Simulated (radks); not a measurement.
Values are calculated unless marked as measured or tabulated.
Q: Radial electron density D(r) = 4 pi r^2 rho(r) of an atom or ion with 2 electrons. Code: a radial shooting solver on a logarithmic mesh with Libxc functionals. Model: scalar-relativistic Kohn-Sham, r2SCAN, spin-polarised, spherical densities, finite nucleus; meta-GGA in the generalised Kohn-Sham scheme; Fermi nuclear charge, rms radius of each element as measured or else 0.836 A^(1/3) + 0.57 fm.

```
   r/bohr * D(r) (the largest magnitude, 27.9, reaches the edge; | marks zero)
 0.002624 | *
 0.003055 | *
 0.003556 |  *
  0.00414 |   *
 0.004819 |    *
 0.005566 |      *
 0.006479 |        *
 0.007543 |          *
 0.008781 |             *
  0.01022 |                 *
   0.0119 |                     *
  0.01385 |                         *
  0.01613 |                               *
  0.01878 |                                    *
  0.02186 |                                          *
  0.02545 |                                               *
  0.02963 |                                                   *
  0.03421 |                                                     *
  0.03983 |                                                      *
  0.04637 |                                                    *
  0.05398 |                                               *
  0.06284 |                                        *
  0.07316 |                                *
  0.08517 |                       *
  0.09915 |               *
   0.1154 |        *
   0.1344 |    *
   0.1564 | *
   0.1821 |*
    0.212 *
```

What is the nuclear charge?

A: Z = 26. The innermost maximum, from 1s, lies near gamma/Z bohr with gamma = sqrt(1 - (Z/c)^2) = 0.982, here 0.0378 bohr (found: 0.0383), and its height grows with Z. The density is that of the iron ion Fe24+ in [He]; the configuration itself is not fixed sharply by these data, and Z only to about a unit. D(r) has 1 maximum, at r = 0.0383 bohr.
